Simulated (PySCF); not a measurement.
C₅H₄F₂. Atoms are numbered in the order given.

```xyz
11

F      1.4429    -1.4835     0.0000
C      0.6760    -0.3959     0.0000
C     -0.6729    -0.3461     0.0000
F     -1.5276    -1.3659     0.0000
C     -1.1190     1.0825     0.0000
C      0.1852     1.8416     0.0000
C      1.2144     0.9662     0.0000
H     -1.7367     1.3177     0.8862
H     -1.7367     1.3177    -0.8862
H      0.2519     2.9290     0.0000
H      2.2815     1.1906     0.0000
```
Charge 0, spin multiplicity 1.

Coordinates come from a B3LYP-D3(BJ)/def2-SVP optimisation. Other conformers were not sampled.

These are PBE0/pcSseg-1 run with PySCF values and carry that method's errors.

GIAO shieldings, no solvent; atoms alike by connectivity are averaged. δ = σ(ref) − σ: ¹⁹F against CFCl3 (σ = 167.2 ppm); ¹³C against TMS (σ = 186.3 ppm); ¹H against TMS (σ = 31.56 ppm), references at their B3LYP-D3(BJ)/def2-TZVP geometries, non-relativistic.

| atoms | nucleus | count | δ (ppm) |
|---|---|---|---|
| F4 | ¹⁹F | 1 | -159.6 |
| F1 | ¹⁹F | 1 | ? |
| C3 | ¹³C | 1 | ? |
| C2 | ¹³C | 1 | 151.6 |
| C7 | ¹³C | 1 | 138.6 |
| C6 | ¹³C | 1 | ? |
| C5 | ¹³C | 1 | ? |
| H11 | ¹H | 1 | 6.82 |
| H10 | ¹H | 1 | ? |
| H8, H9 | ¹H | 2 | 3.38 |

Some entries are withheld; supply them. (The exact figures need the calculation; the answer reports its results.)


- F1, δ (ppm): -161.6
- C3, δ (ppm): 155.2
- C6, δ (ppm): 128.4
- H10, δ (ppm): 6.26
- C5, δ (ppm): 40.0
